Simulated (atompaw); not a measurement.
# mercury (Hg): one change to a PAW (atompaw) potential, before and after

```json
{"Element": "mercury", "Generator": "atompaw 4.2.0.5", "Type": "PAW", "Functional": "LDA (PW92)", "Relativity": "scalar-relativistic", "Frozen core": "[Kr] 4d10 4f14", "Valence charge": "20", "Reference configuration": "5s2 5p6 5d10 6s1.75 6p0.25", "Partial waves": "5s (bound): rc 1.60 bohr; 6s (bound): rc 1.60 bohr; 5p (bound): rc 1.60 bohr; 6p (bound): rc 1.60 bohr; 5d (bound): rc 1.60 bohr; 5d channel at -0.1 Ry: rc 1.40 bohr", "Local potential": "ultrasoft scheme with l = 3 at 0 Ry, radius 1.20 bohr", "Core correction": "smooth core density matched at 1.30 bohr", "Augmentation charge": "gaussian compensation charge, radius 1.30 bohr; PAW radius 1.60 bohr; waves and projectors: custom polynom vanderbiltortho"}
```

All-electron outer shells of the reference configuration (LDA (PW92), scalar-relativistic, ld1.x):

```
shell  level (eV)  outermost node (bohr)  outermost maximum (bohr)
   4d     -349.28                   0.20                      0.40
   5s     -119.16                   0.47                      0.82
   4f      -96.92                      –                      0.37
   5p      -67.36                   0.51                      0.92
   5d      -10.65                   0.55                      1.17
   6s       -7.56                   1.08                      2.18
   6p       -1.52                   1.27                      3.22
```

Change: augmentation gaussian compensation charge, radius 1.30 bohr; PAW radius 1.60 bohr; waves and projectors: custom rrkj vanderbiltortho.

Cutoffs: the cutoffs (Ry, on a coarse ladder) from which the occupation-weighted sum of valence levels, in a spherical-Bessel basis at the reference potential, stays within 10 and 1 mRy of its value at 400 Ry; they do not see the model core or the augmentation charge, which bear on the density cutoff.

What does the change do?

The potential gets neither clearly harder nor softer (55 Ry and 90 Ry → 50 Ry and 90 Ry); the range in which the s phases agree widens (upper end 2.9 → at the end of the scan); neither file shows a bound ghost.

```csv
quantity,base,changed
"cutoff, loose",55 Ry,50 Ry
"cutoff, tight",90 Ry,90 Ry
loose cutoff by channel (10 mRy a level),"s 21 Ry, p 30 Ry, d 30 Ry","s 35 Ry, p 35 Ry, d 35 Ry"
bound ghosts,none,none
s: phases at 1.60 bohr within 0.05 rad from the reference energy up to (Ry; the scan ends near 5),2.9,to the end of the scan
p: phases at 1.60 bohr within 0.05 rad from the reference energy up to (Ry; the scan ends near 5),to the end of the scan,to the end of the scan
d: phases at 1.60 bohr within 0.05 rad from the reference energy up to (Ry; the scan ends near 5),to the end of the scan,to the end of the scan
lowest overlap eigenvalue by channel,"s 0.58, p 0.94, d 0.12","s 0.01, p 0.03, d 0.05"
```

 The cutoffs see the waves, projectors and local potential, not the compensation charge or the core.
